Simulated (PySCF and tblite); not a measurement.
Values are calculated unless marked as measured or tabulated.
System: C₅H₉NSe₂, numbered as in [CH3:1][CH2:2][Se:3][Se:4][CH2:5][CH2:6][C:7]#[N:8].

Motion: rotation about the Se3–Se4 bond (torsion C2–Se3–Se4–C5 from -102° to 90°, rising). GFN2-xTB gives an electronic barrier of 8.3 kcal/mol and a reaction energy of 0.6 kcal/mol.

Spin–orbit effects of heavy atoms on shieldings are missing.

What does revPBE/pcSseg-1 + D3(BJ), IEF-PCM benzene give on GFN2-xTB geometries?

A barrier of 9.3 kcal/mol, 1.0 above the tight-binding barrier (from unrounded values), a reaction energy of 0.6 kcal/mol and, with GFN2-xTB thermal terms, ΔG‡(298 K) = 10.0 kcal/mol and k = 3×10⁵ s⁻¹ (1 equivalent path).

Programs: tblite and PySCF.
